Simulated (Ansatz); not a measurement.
System: SiNH3Cl, charge 0, doublet. SiNH3Cl (SMILES Cl[SiH2][NH], doublet).
B3LYP-D3(BJ)/def2-TZVP minimum from Ansatz (a first-principles code):
```xyz
6

N     -1.7582     0.4182    -0.4179
Si    -0.0724     0.1209    -0.7373
Cl     0.8806    -0.3272     1.0268
H     -2.2918     0.6482    -1.2610
H      0.5621     1.3322    -1.3034
H      0.0795    -1.0382    -1.6448
```
Charge 0, spin multiplicity 2.

Total energies in cc-pV(D+d)Z, 19 correlated electrons, 11 frozen orbitals. Open shells are spin-unrestricted; no spin-orbit coupling. Correlated methods leave the cores frozen. No relativity.

| method | program | energy (Eh) | minus CCSDT(Q) (mEh) |
|---|---|---|---|
| HF | Ansatz | -804.66483 | 422.89 |
| MP2 | Ansatz | -805.03150 | 56.22 |
| CCSD | Ansatz | -805.07640 | 11.32 |
| CCSD(T) | Ansatz | -805.08584 | 1.88 |
| CCSDT(Q) | Ansatz | -805.08772 | 0.00 |

Rough core times of Ansatz's runs on a shared machine: CCSD(T) 30 s, CCSDT(Q) 10 min.
